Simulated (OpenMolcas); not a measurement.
## Eu2+: effect of the metal basis and ligand basis

Eu2+ with 6 ligands (chloride) in octahedral coordination (Oh) at 2.93 Å. A charge of +0.667 e stands 2.6 Å behind each ligand.

```
Program             : OpenMolcas 26.06
Method              : CASSCF
Spin-orbit coupling : state interaction with AMFI integrals over the reference wave functions
```

Fixed: active space 7 electrons in 7 orbitals (4f), DKH2 Hamiltonian.

States (labels of O, the rotations of Oh). Energies in cm-1 above the lowest state or level, χT in cm3 K/mol.

```tsv
Run	Metal basis	Ligand basis	Ground state	χT at 300 K	Cost
A	ANO-RCC-VDZP	ANO-RCC-VDZP	8A1	7.859	roughly 70 core-seconds
B	ANO-RCC-VTZP	ANO-RCC-VTZP	8A1	7.858	roughly 5 core-minutes
```

Costs are those of the RASSCF and RASSI steps.

No quartet enters the spin-orbit mixing, so the splitting and order within the octet and the sextets are unsound, and g values and χT are rough. No measured value stands beside these numbers; the geometry is a model, was not optimised and need not be the one that this ion takes.
